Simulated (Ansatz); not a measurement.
Computed with Ansatz on PBE0-D4/def2-TZVP structures; ΔE is electronic, products minus reactants. CCSD(T)/CBS is the MP2 limit (def2-TZVPP, def2-QZVPP) plus CCSD(T) − MP2 in def2-TZVPP, frozen cores. This one scheme is used for every species. DFT in def2-TZVPP. B3LYP here is the variant with VWN-RPA as its local correlation; programs differ in this. HSE06 is defined as in plane-wave codes. For Ge outer-core shells are correlated without core-valence functions, which leaves a few kJ/mol of doubt a bond. Scalar relativity is left out up to krypton.

Reaction (hydrogenolysis of the Si–Ge bond): `F[SiH](F)[GeH3]` + H₂ → `F[SiH2]F` + GeH₄

`F[SiH](F)[GeH3]`:

Z-matrix (Å, degrees):
```
Si
F 1 1.592
Ge 1 2.377 2 109.5
F 1 1.592 2 107.0 3 118.6
H 1 1.481 2 107.4 3 -126.4
H 3 1.536 1 109.5 2 179.0
H 3 1.536 1 109.5 2 -61.7
H 3 1.534 1 110.3 2 58.6
```

H₂:

Z-matrix (Å, degrees):
```
H
H 1 0.746
```

`F[SiH2]F`:

Z-matrix (Å, degrees):
```
Si
F 1 1.586
F 1 1.586 2 108.0
H 1 1.474 2 108.5 3 117.4
H 1 1.474 2 108.5 3 -117.4
```

GeH₄:

```xyz
5

Ge    0.000    0.000    0.000
H     0.133   -1.520    0.160
H     0.829    0.462   -1.205
H     0.512    0.694    1.269
H    -1.474    0.364   -0.223
```

```csv
level,ΔE (kcal/mol),difference from CCSD(T)/CBS
LDA (SPW92),-1.5,2.3
PBE-D4,-0.5,3.3
revPBE-D4,-0.2,3.6
r2SCAN-D4,-2.4,1.4
B97M-V,-4.8,-1.0
PBE0-D4,-2.3,1.5
B3LYP-D4,-3.3,0.5
r2SCANh-D4,-2.8,1.0
r2SCAN0-D4,-3.5,0.3
HSE06-D4,-2.3,1.5
BHLYP-D4,-5.2,-1.4
CAM-B3LYP-D4,-5.0,-1.2
ωB97X-V,-4.2,-0.4
ωB97M-V,-4.2,-0.4
B2PLYP,-5.3,-1.5
PBE-QIDH,-4.5,-0.7
PBE,-1.7,2.1
revPBE,-2.2,1.6
BLYP,-4.3,-0.5
r2SCAN,-2.7,1.1
PBE0,-3.4,0.4
B3LYP,-5.3,-1.5
r2SCANh,-3.2,0.6
r2SCAN0,-3.9,-0.1
HSE06,-3.4,0.4
BHLYP,-7.3,-3.5
CAM-B3LYP,-6.2,-2.4
LC-ωPBE,-4.6,-0.8
RPA@PBE/def2-TZVPP,-5.6,-1.8
HF/def2-SVP,-12.3,-8.5
MP2/def2-SVP,-7.5,-3.7
CCSD/def2-SVP,-8.6,-4.8
MP2/def2-TZVPP,-4.7,-0.9
SCS-MP2/def2-TZVPP,-6.2,-2.4
CCSD/def2-TZVPP,-5.9,-2.1
CCSD(T)/def2-TZVPP,-4.9,-1.1
HF/def2-QZVPP,-11.3,-7.5
MP2/def2-QZVPP,-4.1,-0.3
SCS-MP2/def2-QZVPP,-5.7,-1.9
HF/CBS(def2),-11.3,-7.5
CCSD(T)/CBS,-3.8,0
```

Q: What do rigid-rotor, harmonic-oscillator terms from PBE0-D4/def2-TZVP frequencies (298.15 K, 1 bar) make of the CCSD(T)/CBS value? (Estimate.)

A: The calculation gave: ΔZPE = +2.7 kcal/mol, ΔH = -2.4 kcal/mol, ΔS = 4 J/(mol·K), ΔG = -2.7 kcal/mol.

Largest T1 diagnostic among the species: 0.012.

At CCSD(T), def2-SVP lies −4.1 kcal/mol from the extrapolated value and def2-TZVPP −1.1 kcal/mol. From r2SCAN to r2SCAN0 (25 % exact exchange), in def2-TZVPP and without D4, ΔE moves by −1.2 kcal/mol.
